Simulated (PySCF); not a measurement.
C₃H₇NOSi, SMILES C[C@H]1OC=N[SiH2]1. Atoms are numbered in the order given.

```xyz
13

C      1.9839    -0.8538    -0.0375
C      0.7314    -0.3018     0.6261
O      0.6669     1.1410     0.3852
C     -0.4632     1.5218    -0.2585
N     -1.4077     0.7423    -0.6009
Si    -0.9662    -0.8862    -0.0870
H      2.0980    -1.9240     0.1985
H      1.9322    -0.7531    -1.1333
H      2.8844    -0.3251     0.3131
H      0.7957    -0.4215     1.7198
H     -0.4514     2.6070    -0.4434
H     -1.8993    -1.4531     0.9249
H     -0.8263    -1.8447    -1.2185
```
Charge 0, spin multiplicity 1.

Coordinates come from a B3LYP-D3(BJ)/def2-SVP optimisation. The structure was generated by enumeration; whether it is a known compound was not checked. The values are those of a single conformer.

These are SMD-ωB97X/6-31G* (PySCF) values and carry that method's errors.

Solvation free energies are E(SMD) − E(gas) at the gas-phase geometry, for 1 M in both phases. In vacuum the dipole moment is 2.16 D.

```tsv
solvent	ΔG(solv) (kcal/mol)	its non-electrostatic (CDS) part	dipole (D)
water	-2.9	3.5	2.78
2-propanol	-4.7	1.0	2.75
n-hexane	-2.6	-0.7	2.39
```
